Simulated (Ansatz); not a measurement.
Relaxation of Cs4Cl4 with RKS PBE0-D4/def2-SVP.

```sh
$ ansatz run in.yaml --threads 4 --pin off --events-out ev --progress --plain --max-ram 8704MiB
```

```yaml
crystal:
  periodic: [false, false, false]
  atoms:
    - {symbol: Cs, position_ang: [1.442030, 1.411540, 0.146730]}
    - {symbol: Cs, position_ang: [-3.049020, 2.821070, -0.042580]}
    - {symbol: Cs, position_ang: [-1.630630, -1.560910, -0.127740]}
    - {symbol: Cs, position_ang: [3.210030, -2.832580, 0.066360]}
    - {symbol: Cl, position_ang: [-0.288620, 3.746930, -0.102140]}
    - {symbol: Cl, position_ang: [0.423230, -3.615300, -0.334710]}
    - {symbol: Cl, position_ang: [-4.037580, 0.075830, -0.137020]}
    - {symbol: Cl, position_ang: [3.930560, -0.046580, 0.531090]}
basis:
  gaussian: {orbitals: def2-SVP}
hamiltonian: {xc: pbe0, dispersion: d4}
scf: {lower_state_search: "off"}
output: {orbitals: {seedname: orbitals}}
relax: {f_tol: 0.02, max_steps: 100}
```

Run time 4.1 min (4 threads of Arm Neoverse N1 on a shared host).

Positions (Å) and forces (eV/Å) at steps 1, 2, 3, 4, 5, 6, 7, 8, 9, 10, 11, 12, 13, 14, 16, 19, 20, 21, 22, 23, 24, 25, 28, 31 of 31:

```xyz
8
step=1 energy=-52263.6107 eV
Cs    1.442    1.412    0.147   -0.132   -0.152   -0.049
Cs   -3.049    2.821   -0.043   -0.959    0.929    0.045
Cs   -1.631   -1.561   -0.128   -0.039   -0.079    0.076
Cs    3.210   -2.833    0.066    0.947   -0.962   -0.022
Cl   -0.289    3.747   -0.102    0.348    1.067   -0.106
Cl    0.423   -3.615   -0.335   -0.114   -0.919   -0.208
Cl   -4.038    0.076   -0.137   -1.159   -0.291   -0.032
Cl    3.931   -0.047    0.531    1.107    0.407    0.298
8
step=2 energy=-52264.3974 eV
Cs    1.448    1.410    0.142    0.041   -0.016   -0.022
Cs   -3.188    2.957   -0.040   -0.458    0.458    0.008
Cs   -1.661   -1.590   -0.120   -0.143   -0.107    0.038
Cs    3.353   -2.960    0.067    0.487   -0.404    0.005
Cl   -0.276    3.882   -0.115    0.015    0.375   -0.043
Cl    0.438   -3.739   -0.360    0.072   -0.356   -0.088
Cl   -4.187    0.068   -0.140   -0.418    0.006   -0.006
Cl    4.073   -0.028    0.565    0.404    0.045    0.107
8
step=3 energy=-52264.6734 eV
Cs    1.495    1.442    0.137    0.077    0.050   -0.018
Cs   -3.325    3.096   -0.043   -0.264    0.273   -0.005
Cs   -1.732   -1.667   -0.113   -0.161   -0.156    0.019
Cs    3.490   -3.070    0.070    0.282   -0.221    0.008
Cl   -0.320    3.920   -0.122   -0.080    0.135   -0.018
Cl    0.495   -3.775   -0.372    0.111   -0.107   -0.038
Cl   -4.243    0.118   -0.138   -0.152    0.088    0.003
Cl    4.139   -0.064    0.581    0.187   -0.063    0.049
8
step=4 energy=-52264.8676 eV
Cs    1.573    1.505    0.127    0.083    0.073   -0.019
Cs   -3.462    3.241   -0.051   -0.131    0.147   -0.010
Cs   -1.854   -1.802   -0.107   -0.154   -0.167    0.006
Cs    3.630   -3.178    0.076    0.147   -0.103    0.008
Cl   -0.388    3.926   -0.125   -0.112    0.020   -0.003
Cl    0.574   -3.761   -0.381    0.097    0.031   -0.009
Cl   -4.261    0.195   -0.133   -0.008    0.102    0.008
Cl    4.188   -0.126    0.594    0.078   -0.102    0.020
8
step=5 energy=-52264.9850 eV
Cs    1.652    1.570    0.112    0.073    0.070   -0.019
Cs   -3.555    3.343   -0.059   -0.065    0.083   -0.010
Cs   -1.982   -1.944   -0.106   -0.126   -0.146   -0.003
Cs    3.726   -3.251    0.081    0.078   -0.049    0.007
Cl   -0.451    3.911   -0.123   -0.093   -0.018    0.004
Cl    0.636   -3.706   -0.384    0.048    0.085    0.004
Cl   -4.242    0.261   -0.126    0.050    0.063    0.009
Cl    4.215   -0.184    0.604    0.035   -0.088    0.009
8
step=6 energy=-52265.0625 eV
Cs    1.733    1.638    0.094    0.055    0.055   -0.018
Cs   -3.622    3.416   -0.068   -0.028    0.040   -0.007
Cs   -2.111   -2.089   -0.111   -0.082   -0.101   -0.010
Cs    3.789   -3.302    0.086    0.031   -0.022    0.006
Cl   -0.505    3.884   -0.116   -0.055   -0.027    0.007
Cl    0.677   -3.620   -0.380   -0.006    0.097    0.009
Cl   -4.196    0.310   -0.118    0.067    0.011    0.008
Cl    4.234   -0.236    0.613    0.018   -0.054    0.005
8
step=7 energy=-52265.1084 eV
Cs    1.823    1.708    0.069    0.028    0.031   -0.014
Cs   -3.665    3.457   -0.076   -0.002    0.005   -0.004
Cs   -2.242   -2.233   -0.124   -0.030   -0.044   -0.012
Cs    3.819   -3.334    0.094   -0.006   -0.003    0.004
Cl   -0.543    3.847   -0.103   -0.016   -0.021    0.008
Cl    0.691   -3.505   -0.372   -0.043    0.083    0.010
Cl   -4.137    0.333   -0.108    0.055   -0.030    0.005
Cl    4.255   -0.273    0.620    0.014   -0.020    0.003
8
step=8 energy=-52265.1313 eV
Cs    1.922    1.765    0.036   -0.001    0.005   -0.010
Cs   -3.668    3.448   -0.082    0.019   -0.018    0.000
Cs   -2.381   -2.367   -0.148    0.019    0.004   -0.009
Cs    3.803   -3.331    0.110   -0.029    0.015    0.005
Cl   -0.545    3.808   -0.084    0.006   -0.013    0.006
Cl    0.667   -3.359   -0.363   -0.057    0.061    0.009
Cl   -4.102    0.317   -0.098    0.029   -0.047    0.001
Cl    4.304   -0.282    0.628    0.014   -0.007   -0.001
8
step=9 energy=-52265.1475 eV
Cs    1.950    1.700   -0.009   -0.017   -0.027   -0.011
Cs   -3.650    3.419   -0.077    0.027   -0.021    0.003
Cs   -2.466   -2.414   -0.169    0.032    0.015   -0.006
Cs    3.783   -3.304    0.135   -0.028    0.025    0.007
Cl   -0.523    3.737   -0.068    0.002   -0.002    0.004
Cl    0.648   -3.160   -0.359   -0.043    0.061    0.007
Cl   -4.125    0.294   -0.094    0.006   -0.038   -0.001
Cl    4.383   -0.273    0.639    0.020   -0.014    0.000
8
step=10 energy=-52265.1685 eV
Cs    1.957    1.615   -0.046   -0.034   -0.057   -0.013
Cs   -3.614    3.375   -0.068    0.024   -0.012    0.004
Cs   -2.532   -2.445   -0.186    0.045    0.026   -0.005
Cs    3.760   -3.272    0.158   -0.020    0.028    0.008
Cl   -0.488    3.694   -0.057    0.003   -0.008    0.002
Cl    0.635   -2.966   -0.355   -0.041    0.081    0.007
Cl   -4.178    0.263   -0.094    0.004   -0.040   -0.003
Cl    4.459   -0.263    0.648    0.020   -0.018   -0.001
8
step=11 energy=-52265.2034 eV
Cs    1.909    1.478   -0.077   -0.051   -0.099   -0.016
Cs   -3.594    3.352   -0.059    0.026   -0.003    0.005
Cs   -2.544   -2.436   -0.195    0.033    0.028   -0.004
Cs    3.753   -3.253    0.175   -0.007    0.030    0.011
Cl   -0.466    3.642   -0.053   -0.003   -0.009    0.002
Cl    0.647   -2.772   -0.349   -0.025    0.115    0.005
Cl   -4.211    0.250   -0.096    0.000   -0.039   -0.003
Cl    4.506   -0.262    0.654    0.027   -0.022    0.001
8
step=12 energy=-52265.2573 eV
Cs    1.824    1.314   -0.101   -0.052   -0.134   -0.012
Cs   -3.570    3.335   -0.051    0.023    0.003    0.005
Cs   -2.536   -2.418   -0.200    0.016    0.014   -0.004
Cs    3.749   -3.237    0.191   -0.002    0.029    0.011
Cl   -0.444    3.608   -0.050    0.003   -0.026    0.000
Cl    0.666   -2.578   -0.345    0.005    0.147    0.005
Cl   -4.227    0.237   -0.099   -0.007   -0.022   -0.002
Cl    4.539   -0.263    0.656    0.015   -0.011   -0.003
8
step=13 energy=-52265.3125 eV
Cs    1.739    1.148   -0.121   -0.031   -0.089    0.001
Cs   -3.550    3.324   -0.045    0.021    0.001    0.005
Cs   -2.527   -2.400   -0.205    0.008    0.002   -0.005
Cs    3.746   -3.217    0.203   -0.005    0.024    0.009
Cl   -0.426    3.569   -0.050    0.016   -0.054   -0.003
Cl    0.683   -2.384   -0.340    0.019    0.115    0.005
Cl   -4.237    0.225   -0.101   -0.016   -0.001   -0.001
Cl    4.572   -0.265    0.657   -0.012    0.002   -0.011
8
step=14 energy=-52265.3290 eV
Cs    1.740    1.010   -0.125    0.020    0.102   -0.003
Cs   -3.528    3.304   -0.025    0.002   -0.011    0.002
Cs   -2.543   -2.363   -0.228    0.012    0.028   -0.006
Cs    3.721   -3.159    0.234    0.001   -0.019    0.004
Cl   -0.406    3.422   -0.060   -0.008   -0.007    0.000
Cl    0.680   -2.191   -0.337   -0.023   -0.078    0.004
Cl   -4.312    0.223   -0.104   -0.011   -0.007    0.001
Cl    4.648   -0.245    0.644    0.008   -0.009   -0.002
8
step=16 energy=-52265.3338 eV rejected
Cs    1.835    1.073   -0.146    0.015    0.004   -0.004
Cs   -3.563    3.287    0.010   -0.019   -0.038    0.000
Cs   -2.520   -2.296   -0.274   -0.085    0.041   -0.004
Cs    3.698   -3.189    0.314    0.006    0.076    0.001
Cl   -0.441    3.370   -0.057    0.018   -0.022    0.001
Cl    0.668   -2.195   -0.333    0.118    0.008    0.020
Cl   -4.414    0.214   -0.109    0.019    0.006    0.001
Cl    4.738   -0.263    0.596   -0.072   -0.074   -0.016
8
step=19 energy=-52265.3516 eV
Cs    1.972    1.089   -0.230   -0.015    0.009   -0.004
Cs   -3.655    3.267    0.064    0.001   -0.002    0.003
Cs   -2.471   -2.060   -0.334    0.004    0.031   -0.002
Cs    3.726   -3.220    0.383    0.005   -0.005    0.006
Cl   -0.527    3.145   -0.067    0.003   -0.037   -0.002
Cl    0.759   -2.140   -0.293    0.008    0.006   -0.001
Cl   -4.599    0.246   -0.105    0.000   -0.001    0.001
Cl    4.795   -0.326    0.582   -0.004   -0.001   -0.001
8
step=20 energy=-52265.3673 eV
Cs    2.056    1.087   -0.283   -0.026    0.013    0.000
Cs   -3.717    3.265    0.109    0.007   -0.012    0.002
Cs   -2.424   -1.884   -0.378   -0.001    0.071    0.001
Cs    3.738   -3.237    0.456    0.005    0.010    0.005
Cl   -0.595    2.961   -0.075   -0.002   -0.067   -0.006
Cl    0.805   -2.112   -0.290    0.014   -0.003   -0.001
Cl   -4.724    0.269   -0.100    0.021   -0.005    0.002
Cl    4.860   -0.350    0.562   -0.016   -0.008   -0.002
8
step=21 energy=-52265.3965 eV
Cs    2.104    1.075   -0.317   -0.020    0.008    0.000
Cs   -3.764    3.268    0.139   -0.001   -0.012    0.002
Cs   -2.368   -1.701   -0.406    0.013    0.103    0.002
Cs    3.756   -3.244    0.504    0.004    0.000    0.005
Cl   -0.663    2.779   -0.088   -0.014   -0.101   -0.011
Cl    0.846   -2.107   -0.296    0.024   -0.007   -0.002
Cl   -4.809    0.294   -0.091    0.011    0.006    0.005
Cl    4.897   -0.364    0.555   -0.016    0.003    0.000
8
step=22 energy=-52265.4461 eV
Cs    2.133    1.061   -0.339   -0.002   -0.001   -0.002
Cs   -3.800    3.273    0.159   -0.013   -0.009    0.004
Cs   -2.307   -1.519   -0.421    0.041    0.147    0.003
Cs    3.775   -3.251    0.533    0.004   -0.010    0.005
Cl   -0.731    2.597   -0.104   -0.037   -0.146   -0.016
Cl    0.883   -2.109   -0.302    0.032   -0.013   -0.003
Cl   -4.870    0.318   -0.081   -0.012    0.019    0.008
Cl    4.918   -0.370    0.555   -0.012    0.012    0.001
8
step=23 energy=-52265.5192 eV
Cs    2.154    1.047   -0.354    0.014   -0.010   -0.002
Cs   -3.828    3.276    0.172   -0.027   -0.009    0.005
Cs   -2.242   -1.335   -0.427    0.064    0.190    0.004
Cs    3.791   -3.257    0.553    0.005   -0.016    0.006
Cl   -0.800    2.416   -0.122   -0.056   -0.188   -0.023
Cl    0.914   -2.114   -0.309    0.041   -0.016   -0.005
Cl   -4.921    0.339   -0.071   -0.031    0.031    0.012
Cl    4.932   -0.373    0.558   -0.010    0.018    0.002
8
step=24 energy=-52265.5999 eV
Cs    2.168    1.034   -0.360    0.024   -0.017   -0.007
Cs   -3.854    3.280    0.178   -0.026   -0.002    0.006
Cs   -2.173   -1.153   -0.423    0.061    0.158    0.002
Cs    3.808   -3.268    0.560    0.017   -0.014    0.009
Cl   -0.867    2.238   -0.144   -0.063   -0.153   -0.021
Cl    0.948   -2.126   -0.317    0.028   -0.008   -0.010
Cl   -4.961    0.363   -0.059   -0.043    0.028    0.012
Cl    4.932   -0.369    0.565    0.002    0.008    0.008
8
step=25 energy=-52265.6274 eV
Cs    2.196    1.010   -0.380    0.001   -0.012   -0.002
Cs   -3.888    3.280    0.194   -0.012    0.004    0.006
Cs   -2.116   -0.969   -0.429   -0.047   -0.123   -0.013
Cs    3.837   -3.280    0.578    0.001   -0.006    0.004
Cl   -0.933    2.078   -0.179    0.042    0.108    0.001
Cl    0.986   -2.140   -0.340    0.003    0.014   -0.008
Cl   -5.031    0.391   -0.034    0.012    0.010    0.006
Cl    4.948   -0.369    0.591   -0.001    0.006    0.006
8
step=28 energy=-52265.6384 eV
Cs    2.198    1.017   -0.569    0.026   -0.023    0.021
Cs   -3.808    3.271    0.380    0.030   -0.044   -0.004
Cs   -2.116   -1.047   -0.677   -0.026    0.072    0.023
Cs    3.736   -3.255    0.752   -0.026    0.030   -0.009
Cl   -0.911    2.122   -0.435   -0.025   -0.020   -0.008
Cl    1.014   -2.135   -0.562   -0.001   -0.010    0.003
Cl   -4.904    0.352    0.265    0.043   -0.015   -0.013
Cl    4.791   -0.324    0.847   -0.020    0.010   -0.011
8
step=31 energy=-52265.6455 eV
Cs    2.218    1.008   -0.656   -0.006    0.003   -0.001
Cs   -3.698    3.192    0.535    0.017    0.002   -0.001
Cs   -2.115   -1.000   -0.850   -0.008   -0.005   -0.004
Cs    3.605   -3.195    0.872   -0.006   -0.011    0.003
Cl   -0.893    2.122   -0.622   -0.009    0.012    0.003
Cl    0.983   -2.127   -0.643    0.009   -0.002    0.002
Cl   -4.798    0.281    0.412    0.001   -0.008   -0.001
Cl    4.699   -0.281    0.952    0.001    0.008   -0.002
```

In the def2 sets Cs takes a core potential; there is no spin–orbit coupling. Another isomer (singlet) lies 0.82 eV lower at PBE0-D4/def2-TZVP; other spin states weren't run for this one.
